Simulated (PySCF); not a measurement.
C4H9N (SMILES C=CCCN), singlet, at a GFN2-xTB geometry. Base run: DF-PBE/def2-SV(P) (PySCF).

PySCF was given this input:
```python
from pyscf import gto, scf, dft

mol = gto.M(
    atom='''
C     2.35929800    0.60871824    0.31044245
C     1.41390101   -0.11990111   -0.25222654
C     0.08461924   -0.40895804    0.36483866
C    -1.06138137    0.12079448   -0.50278012
N    -2.33611419   -0.29769912    0.05801665
H     2.23091090    1.04770142    1.28666815
H     3.30378858    0.79356900   -0.17250864
H     1.56832943   -0.54826758   -1.23442700
H    -0.04785281   -1.48857477    0.46964469
H     0.02637887    0.04008946    1.35860672
H    -0.98747111   -0.30929673   -1.50603101
H    -0.96172820    1.21633098   -0.59754932
H    -3.10267333    0.03233545   -0.51815863
H    -2.45550420    0.09608531    0.98599167
''',
    basis='def2-sv(p)',
    verbose=4,
    max_memory=1800,
)

mf = dft.RKS(mol)
mf.xc = 'pbe'
mf = mf.density_fit(auxbasis='def2-universal-jkfit')
mf.kernel()
```

All variants below ran on the same shared machine, one core each. Differences are taken from the largest basis of the def2 family in the series, which isn't the basis-set limit (def2-TZVPP: -5.376 eV). The cheapest run took about 12 core-seconds (a rough figure).

| setting | basis functions | cost, times the cheapest (rough) | difference in HOMO energy (eV) |
|---|---|---|---|
| def2-SV(P) | 88 | 1 | 0.408 |
| def2-SVP | 115 | 1 | 0.390 |
| def2-TZVP | 209 | 3 | 0.012 |
| def2-TZVPP | 281 | 4 | reference |

Times come from a shared machine, hold the start-up and are rough.
